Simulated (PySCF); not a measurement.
Compound: [TaCl6]- (charge -1 and singlet state).
SMILES: `[Cl][Ta-]([Cl])([Cl])([Cl])([Cl])[Cl]`

Computed, not measured: PBE0-D3(BJ)/def2-SVP geometry optimisation, gas phase, def2 core potentials past Kr (PySCF 2.14.0).

Masses are those of the commonest isotopes; rigid-rotor values at the optimised geometry. 

Give the principal moments of inertia and the rotational constants in cm⁻¹.

Ia = 785.17, Ib = 785.59, Ic = 786.71 u·Å²; 505379 MHz·u·Å²/I gives 643.7, 643.3 and 642.4 MHz, that is A = 0.02147, B = 0.02146, C = 0.02143 cm⁻¹.

Classify the top.

A spherical top, as the point group Oh requires three equal moments; the computed ones differ by 0.20 % because the geometry is symmetric only within the optimiser's tolerance.

The point group Oh allows no dipole (computed: 0.01 D (about the centre of mass, as the species is charged)), so a rigid rotor has no electric-dipole lines.

PBE0-D3(BJ)/def2-SVP frequencies: not computed here. The geometry's basis has no diffuse functions, a weakness for an anion. These are rigid-rotor constants of the computed structure; measured ground-state constants (B0) also hold zero-point vibration.
